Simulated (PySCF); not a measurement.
# Iridium: a sound run and one with changed settings

Sound run: Ir [Xe] 4f14 5d7 6s2, Ir⁺ [Xe] 4f14 5d7 6s1. Computed with PySCF 2.14 in def2-TZVP with the def2 core potential (60 electrons) (6s4p3d1f, 40 functions), with scalar relativity through the core potential. In the sound run the correlated levels freeze 5s2 5p6 outside the core potential. The sound run starts from symmetry-adapted Hartree-Fock orbitals and uses a fine grid where one is needed.

Changed run: initial guess atom, at most 50 SCF cycles.

```tsv
species	method	sound run (hartree)	changed run (hartree)	converged
Ir	UHF	-103.44321	-103.42688	yes
Ir	LDA	-104.05054	-104.04020	no
Ir	B3LYP	-104.27773	-104.26984	yes
Ir⁺	UHF	-103.18504	-103.18504	yes
Ir⁺	LDA	-103.70738	-103.70738	yes
Ir⁺	B3LYP	-103.94725	-103.91300	yes
Ir⁺	MP2	-103.31652	-103.31652	yes
```

The plain start fixes occupations by D2h representation alone, and Ir at UHF, Ir at B3LYP, Ir⁺ at B3LYP landed in another state (other ⟨L²⟩ or ⟨S²⟩).
